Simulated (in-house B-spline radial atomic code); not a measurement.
## How G0W0 and RPA depend on the start: Ca II (Ca+)

Configuration [Ar] 4s1, highest spin. Computed with an all-electron radial atomic-structure program (B-spline basis): all electrons, non-relativistic, point nucleus, each spin shell either full or empty, empty states to l = 9 with an (l + 1/2)⁻⁴ tail; G0W0 by contour deformation at full frequency.

| start | mean-field 4s up (eV) | G0W0 (eV) | QP weight | RPA correlation (Eh) |
| --- | --- | --- | --- | --- |
| Hartree-Fock | -11.337 | -12.125 | 0.966 | -1.0418 |
| LDA VWN5 | -9.461 | ? | ? | ? |
| PBE | -9.303 | -12.314 | 0.887 | -1.2013 |
| PBE0 | -9.915 | ? | ? | ? |
| r2SCAN | -9.397 | -12.328 | 0.910 | -1.1736 |
| HSE06 | -9.576 | -12.296 | 0.910 | -1.1594 |
| B3LYP (VWN-RPA) | -9.865 | -12.313 | 0.923 | -1.162 |
| SCAN | -9.411 | -12.330 | 0.910 | -1.1727 |
| TPSS | -9.208 | -12.292 | 0.889 | -1.1903 |
| BHandHLYP | -10.451 | -12.244 | 0.947 | -1.1117 |
| CAM-B3LYP | -10.925 | -12.255 | 0.952 | -1.133 |
| LC-wPBE | -11.733 | -12.190 | 0.964 | -1.1208 |
| wB97X | -11.409 | -12.174 | 0.963 | -1.1177 |
| PBEsol | -9.324 | -12.335 | 0.890 | -1.202 |
| BLYP | -9.235 | -12.324 | 0.888 | -1.2027 |
| r2SCAN0 | -9.991 | -12.284 | 0.933 | -1.1356 |
| LDA exchange-only | -8.866 | -12.307 | 0.880 | -1.2009 |

Task: What G0W0 level, weight and RPA correlation energy follow from the PBE0 start?

Result: G0W0 level -12.285 eV, weight 0.927, RPA correlation -1.1515 hartree.

Task: What G0W0 level, weight and RPA correlation energy follow from the LDA VWN5 start?

Result: G0W0 level -12.365 eV, weight 0.893, RPA correlation -1.2047 hartree.

Task: How much of the dependence on the start does G0W0 remove?

Result: The mean-field levels span 2.87 eV and the G0W0 levels 0.24 eV. Against 11.872 eV (NIST, measured) the G0W0 removal energies are off by +0.25 to +0.49 eV, with relativity, Breit and QED terms left out.
